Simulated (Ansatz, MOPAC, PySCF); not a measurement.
Pair of molecules: H2 (SMILES [H][H]) (first 2 atoms) with CH4S (SMILES CS); geometry from B3LYP-D3(BJ)/def2-TZVP, rigid monomers moved along the line of their centres of mass till H1···S4 is 2.73 Å.
(charge 0, multiplicity 1):
```json
[
 {"atom": "H", "x (Å)": "0.0296", "y (Å)": "-0.3295", "z (Å)": "0.1544"},
 {"atom": "H", "x (Å)": "0.3783", "y (Å)": "-0.1610", "z (Å)": "-0.4832"},
 {"atom": "C", "x (Å)": "0.9394", "y (Å)": "0.6859", "z (Å)": "2.7892"},
 {"atom": "S", "x (Å)": "-0.6982", "y (Å)": "-0.1134", "z (Å)": "2.7728"},
 {"atom": "H", "x (Å)": "0.9449", "y (Å)": "1.5601", "z (Å)": "3.4367"},
 {"atom": "H", "x (Å)": "1.6323", "y (Å)": "-0.0520", "z (Å)": "3.1900"},
 {"atom": "H", "x (Å)": "1.2570", "y (Å)": "0.9561", "z (Å)": "1.7841"},
 {"atom": "H", "x (Å)": "-1.3866", "y (Å)": "0.9286", "z (Å)": "2.2792"}
]
```

Monomers are frozen at their geometry in the pair; levels with a basis set take the counterpoise correction. Rows marked so take none.

Correlated levels freeze the cores. CBS(a, b) extrapolates the correlation energy as X⁻³ and adds the Hartree–Fock energy of set b. Rows in 3-21G, 6-31G* carry no dispersion term and start afresh at each structure (6-31G* with six Cartesian d functions). MP2/6-31G* freezes PySCF's default core. The state that PM3, PM6 reach isn't checked.

The values were computed with Ansatz (Gaussian basis) for Hartree–Fock, density functionals and correlated methods; MOPAC for PM3, PM6 (differences of heats of formation); PySCF for 3-21G rows, 6-31G* rows. Each number belongs to the level named beside it.

The comparison value is -1.5 kJ/mol (CCSD(T)/CBS(aug-cc-pV(D+d)Z, aug-cc-pV(T+d)Z)). It is a level with limits of its own, not the exact answer.

Q: Order these levels by how close they come to the comparison value for the interaction energy, closest first: B3LYP/3-21G (no counterpoise), HF/6-31G* (no counterpoise), PM3, MP2/6-31G*, PM6. Give each level's value less the comparison value.

A: B3LYP/3-21G (no counterpoise) (-1.4 kJ/mol), PM3 (2.2 kJ/mol), PM6 (5.3 kJ/mol), MP2/6-31G* (6.1 kJ/mol), HF/6-31G* (no counterpoise) (7.3 kJ/mol)

Ansatz is an electronic-structure program.
